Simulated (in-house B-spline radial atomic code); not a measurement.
V4+: [He] 2s1 (2p1/2)2 (2p3/2)3 3s2 3p6 3d3 (with a hole in an inner shell)

Level of theory: Dirac-Kohn-Sham relativistic LDA, spherical fractional occupations, Fermi nucleus of rms radius 3.6002 fm; calculated with an all-electron radial atomic-structure program (B-spline basis).

Effective charges: Z_r = [3n² - l(l+1)]/(2<r>) from the radius, Z_e = n√(-2ε) from the energy, and Slater's rules. Values are occupation-weighted means over j.

```tsv
shell	electrons	ε (eV)	<r> (bohr)	Z_r	Z_e	Slater
1s	2	-5508.7	0.06656	22.54	20.12	22.70
2s	1	-719.29	0.3012	19.92	14.54	19.55
2p	5	-630.09	0.2646	18.90	13.61	19.55
3s	2	-132.57	0.8796	15.35	9.36	13.45
3p	6	-106.03	0.9053	13.81	8.37	13.45
3d	3	-63.691	0.9447	11.11	6.49	6.30
```

The least bound orbital is 3d5/2 at -63.63 eV, and it is also the most diffuse (<r> = 0.9456 bohr). The part-filled 2s shell lies below the filled 3p shell in orbital energy.

For the 1s electron the small component carries 0.677 % of the norm, the zero-frequency Breit interaction raises the level by 5.462 eV, self-energy by 2.69 eV, and vacuum polarisation lowers it by 0.2141 eV.
